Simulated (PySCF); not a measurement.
# indene: calculation against experiment

**Measured values to compare with.**

From NIST CCCBDB Release 22 (SRD 101), experimental dipoles, for the gas: dipole moment (vibrational ground state) 0.62 ± 0.02 D.

The results are set against them at the end.

Compound: indene, C9H8.
Atom-mapped SMILES: `[CH:1]1=[CH:2][c:3]2[cH:4][cH:5][cH:6][cH:7][c:8]2[CH2:9]1` (hydrogens: H10 on C1; H11 on C2; H12 on C4; H13 on C5; H14 on C6; H15 on C7; H16, H17 on C9)

Cartesian coordinates in Å at the GFN2-xTB level; atoms count from 1:
```
atom  x, y, z in Å
C1    -2.324    0.465    0.156
C2    -1.374    1.399    0.266
C3    -0.069    0.782    0.122
C4     1.206    1.321    0.163
C5     2.287    0.472   -0.007
C6     2.100   -0.887   -0.216
C7     0.823   -1.433   -0.257
C8    -0.257   -0.594   -0.086
C9    -1.725   -0.890   -0.077
H10   -3.387    0.617    0.219
H11   -1.520    2.451    0.434
H12    1.354    2.379    0.324
H13    3.291    0.870    0.024
H14    2.958   -1.529   -0.349
H15    0.685   -2.492   -0.419
H16   -2.061   -1.324   -1.022
H17   -1.995   -1.593    0.715
```

Runs made with PySCF (gas phase, on this GFN2-xTB geometry; no spin–orbit coupling):

| level | job | basis functions | wall time |
| --- | --- | --- | --- |
| PBE0/pcSseg-1 | shieldings, charges and field gradients | 193 | 28 s |
| PBE0/def2-SVPD | 8 singlets by full TDDFT, 3 Tamm–Dancoff triplets, polarisability | 244 | 49 s |

Hardware: Arm Neoverse V1, one thread, on a shared host.

Results beside the measurements:

**Dipole moment.** Measured: 0.62 D (NIST CCCBDB Release 22 (SRD 101), experimental dipoles).

```
         level  computed (D)  computed − measured (D)  % (from the printed values)
 PBE0/pcSseg-1          0.75                    +0.13                          +21
PBE0/def2-SVPD          0.74                    +0.12                          +19
```

Closest is PBE0/def2-SVPD (+0.12 D), furthest PBE0/pcSseg-1 (+0.13 D); one molecule doesn't rank methods. The computed dipoles belong to one fixed geometry; measured ones are averaged over vibrations unless marked μe. Magnitudes are compared, not signs.

The geometry is computed, not the measured one. Where a level misses, the cause wasn't examined.
